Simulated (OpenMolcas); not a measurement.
An atom or ion with 49 electrons was computed by SS-CASPT2, IPEA 0.25 Eh, imaginary shift 0.1 Eh with spin-orbit coupling (OpenMolcas, ANO-RCC-VTZP, DKH2). The lowest levels that the run gave, each within 12 % of the measured value where one is at hand:

```csv
J,Parity,E (cm-1),g
1/2,odd,0.0,0.666
3/2,odd,2070,1.334
1/2,even,34490,2.671
3/2,even,35230,1.734
5/2,even,36390,1.598
```

**Question.** Which ion is it, and what are the configurations and terms?

**Answer.** In I (Z = 49, neutral; active space 3 electrons in 4 orbitals (5s 5p)). J, parity and g give the terms where levels are pure, and mixed ones are named by the computed weights; the size of the splittings, set against known spectra of the 49-electron sequence, gives the charge. In order, with the measured energies in cm-1 (NIST Handbook of Basic Atomic Spectroscopic Data): 5s2 5p 2P* 1/2, 5s2 5p 2P* 3/2 (2213), 5s 5p2 4P 1/2 (34978), 5s 5p2 4P 3/2 (36021), 5s 5p2 4P 5/2 (37452).

Some high roots are left out of the spin-orbit mixing, which shifts the levels that they would mix with. Terms from blocks run as CI alone lack orbitals of their own. Terms of s pⁿ other than that of highest spin mix with s² pⁿ⁻² d, which this space lacks; all of them can be thousands of cm-1 off, and some have no real level of that name. Measured partners are found by configuration, term and J. A level has none where our copy of the source lacks it or the pairing is in doubt (some pairs that miss far off the trend of their configuration count as doubtful), and it then counts in no deviation. Levels of configurations outside the active space are missing.

* marks odd parity.
